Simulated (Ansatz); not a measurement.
Consider the formal hydrolysis of the Sn–C bond: `[CH3][SnH]([NH2])[F]` + H₂O → `[NH2][SnH]([OH])[F]` + CH₄.

Isolated molecules relaxed with PBE0-D4/def2-TZVP in Ansatz; ΔE leaves out vibrations. CBS: MP2 limit from def2 TZ/QZ plus the TZ coupled-cluster correction, frozen cores. This one scheme is used for every species. Functionals use def2-TZVPP. B3LYP here is the variant with VWN-RPA as its local correlation; programs differ in this. Elements past krypton have def2 core potentials. For Sn outer-core shells are correlated without core-valence functions, which leaves a few kJ/mol of doubt a bond. Each species was taken in one conformer, which may not be the lowest.

`[CH3][SnH]([NH2])[F]`:

```xyz
10

C    -0.462   -0.397    1.486
Sn    0.712    0.194   -0.178
N    -0.362    0.265   -1.864
F     1.155    2.033    0.211
H    -1.396    0.166    1.476
H    -0.682   -1.464    1.442
H     0.077   -0.175    2.406
H     2.234   -0.523   -0.455
H    -1.333   -0.002   -1.815
H     0.056   -0.096   -2.707
```

H₂O:

```xyz
3

O     0.174   -0.158    0.310
H    -0.343   -0.608   -0.362
H     0.168    0.766    0.052
```

`[NH2][SnH]([OH])[F]`:

Cartesian coordinates in Å:
```
N 0.912 -0.129 1.275
Sn -0.427 0.367 -0.114
O -1.102 -1.326 -0.792
F 0.389 1.145 -1.681
H 1.422 0.642 1.683
H 1.569 -0.836 0.973
H -1.604 1.469 0.408
H -1.159 -1.332 -1.752
```

CH₄:

```xyz
5

C     0.000    0.000    0.000
H     0.928   -0.554   -0.137
H    -0.643   -0.148   -0.867
H     0.223    1.061    0.110
H    -0.508   -0.358    0.895
```

```json
{"level": "B3LYP-D4", "ΔE (kJ/mol)": "-50.9"}
{"level": "r2SCAN0-D4", "ΔE (kJ/mol)": "-47.2"}
{"level": "ωB97M-V", "ΔE (kJ/mol)": "-46.8"}
{"level": "PBE", "ΔE (kJ/mol)": "-48.9"}
{"level": "B3LYP", "ΔE (kJ/mol)": "-53.8"}
{"level": "r2SCANh", "ΔE (kJ/mol)": "-51.1"}
{"level": "r2SCAN0", "ΔE (kJ/mol)": "-47.9"}
{"level": "MP2/def2-QZVPP", "ΔE (kJ/mol)": "-42.8"}
```

Task: What does CCSD(T)/CBS give? (Estimate.)

Result: Ansatz gave: -42.9 kJ/mol. The listed levels differ from it by -8.0, -4.3, -3.9, -6.0, -10.9, -8.2, -5.0, 0.1 kJ/mol.

Largest T1 diagnostic among the species: 0.014.

From BLYP to BHLYP (50 % exact exchange), in def2-TZVPP and without D4, ΔE moves by +5.7 kJ/mol. At CCSD(T), def2-SVP lies −11.5 kJ/mol from the extrapolated value and def2-TZVPP −1.3 kJ/mol.
